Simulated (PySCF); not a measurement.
Ti(NCO)4, C₄N₄O₄Ti (singlet state).
Geometry (PBE0-D3(BJ)/def2-SVP, Å), atoms numbered from 1 in this order:
```xyz
13
C4N4O4Ti angstrom
Ti    -0.0319    0.0031   -0.0021
N     -0.0038    0.0027    1.8555
C      0.0343   -0.0110    3.0663
O      0.0726   -0.0228    4.2286
N      1.7129   -0.0242   -0.6340
C      2.8617   -0.0384   -1.0185
O      3.9635   -0.0529   -1.3898
N     -0.8851    1.5357   -0.6153
C     -1.4556    2.5455   -0.9655
O     -2.0010    3.5148   -1.3059
N     -0.9209   -1.5058   -0.6232
C     -1.4175   -2.5157   -1.0716
O     -1.8984   -3.4830   -1.5023
```

Theory: PBE0-D3(BJ)/def2-SVP geometry optimisation, gas phase in PySCF 2.14.0.

(1) Which atoms are bound to Ti1, and at what distances?

(2) List the angles at Ti1.

(3) What is the shape at Ti1?

(4) What are the other bond lengths?

(5) Give some angles away from the centre.

## Answers

(1) 4 atoms: N5 1.856 Å, N2 1.858 Å, N11 1.858 Å, N8 1.858 Å. The nearest atom not counted as bound is C6, at 3.07 Å (others tie with it).

(2) 
```json
{"angle": "N2–Ti1–N11", "degrees": "110.0", "distance of the outer atoms (Å)": "3.04"}
{"angle": "N8–Ti1–N11", "degrees": "109.9", "distance of the outer atoms (Å)": "3.04"}
{"angle": "N2–Ti1–N8", "degrees": "109.7", "distance of the outer atoms (Å)": "3.04"}
{"angle": "N5–Ti1–N8", "degrees": "109.4", "distance of the outer atoms (Å)": "3.03"}
{"angle": "N2–Ti1–N5", "degrees": "109.0", "distance of the outer atoms (Å)": "3.02"}
{"angle": "N5–Ti1–N11", "degrees": "108.9", "distance of the outer atoms (Å)": "3.02"}
```

(3) Tetrahedral: angles from 108.9° to 110.0°; τ4 = (360° − α − β)/141° = 0.99 with α and β the two widest (0 for a square, 1 for a tetrahedron).

(4) N2–C3 and 3 like bonds 1.212 Å; C3–O4 and 3 like bonds 1.163 Å.

(5) Ti1–N2–C3 178.9°, N2–C3–O4 179.9°, Ti1–N8–C9 177.5°, Ti1–N11–C12 175.4°.

Point group: near Td, missed by 0.23 Å at most; the miss may be what the optimiser left on a soft mode (C2 holds within 0.08 Å). Charge 0, singlet. Not checked by PBE0-D3(BJ)/def2-SVP frequencies.
